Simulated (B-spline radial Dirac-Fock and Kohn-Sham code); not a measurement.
## What relativity does to the binding energies of Sc

System: the Sc atom, [Ar] 3d1 4s2.

Both columns are ΔSCF binding energies of the configuration average from a radial finite-basis atomic code: non-relativistic Hartree-Fock with a point nucleus, and Dirac-Fock with a finite nucleus and the Coulomb interaction alone, averaged over the two j levels with weights 2j+1.

| shell | Hartree-Fock (eV) | Dirac-Fock (eV) | shift (eV) | shift (%) |
| --- | --- | --- | --- | --- |
| 1s | 4479.2 | 4505.6 | +26.39 | +0.59 |
| 2s | 506.0 | 510.9 | +4.92 | +0.97 |
| 2p | 411.8 | 412.2 | +0.41 | +0.10 |
| 3s | 66.31 | 66.93 | +0.62 | +0.93 |
| 3p | 39.47 | 39.45 | -0.01 | -0.03 |
| 3d | 7.45 | 7.25 | -0.19 | -2.58 |
| 4s | 5.49 | 5.52 | +0.03 | +0.60 |

Relativity binds 1s, 2s, 2p, 3s, 4s more strongly, among those listed most of all 2s in relative terms, and 3p, 3d more weakly.

Values without a named source are computed, but for edge energies of neutral atoms, which are taken from tables.
